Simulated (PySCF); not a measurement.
NMR data simulated for an unnamed compound:

1H NMR (300 MHz, computed): δ 10.70 (br s, 1H), 8.18 (s, 1H), 2.34 (m, 1H), 1.83 (m, 2H), 1.66 (m, 2H), 1.44 (m, 2H), 1.00 (m, 2H).

13C{1H} NMR (computed): δ 180.1 (CH), 58.7 (C), 40.7 (CH2), 37.2 (CH), 32.7 (CH2), 31.4 (CH2).

- shielding tensors at PBE0/pcSseg-1 (GIAO)
- geometry from GFN2-xTB
- code: PySCF 2.14.0 with density-fitted response routines
- gas phase, one conformer, no relativistic terms, fast rotation and ring inversion assumed for equivalent nuclei

Referencing at the same level of theory: TMS for 1H, 13C.

Problem. Which of these does the molecule contain: a C≡C triple bond, an S-methyl group, an NH or NH2 group, a CF3 group?

Solution. 
- A C≡C triple bond: no.
- An S-methyl group: no.
- An NH or NH2 group: yes (δH 10.70 (br s)).
- A CF3 group: no.

The data belong to `[H]/N=C\[C@]12CC[C@H](C1)C2`, C₇H₁₁N; they needn't prove each group on their own.

Carbon signals by region: 1 in the far downfield region (above 160 ppm), 1 at 50–100 ppm, 4 below 50 ppm. Above 160 ppm: 180.1, C=N carbon.

OH/NH shifts are gas-phase values; hydrogen bonding in solution moves them, usually downfield. Shifts are as computed. Against solution values, carbons near 30 ppm lie about +3 ppm off and those near 130 ppm about +5 ppm. Of 1211 compounds with measured shifts, 218 miss one by over three times the rms of a fit or turn the order of signals round; such compounds aren't used in these exercises. No couplings were computed; multiplicities are counted from neighbouring protons, with m where these are inequivalent, close in shift, in a saturated or five-membered ring or joined by F or P, and br s for small geminal =CH2 splittings.
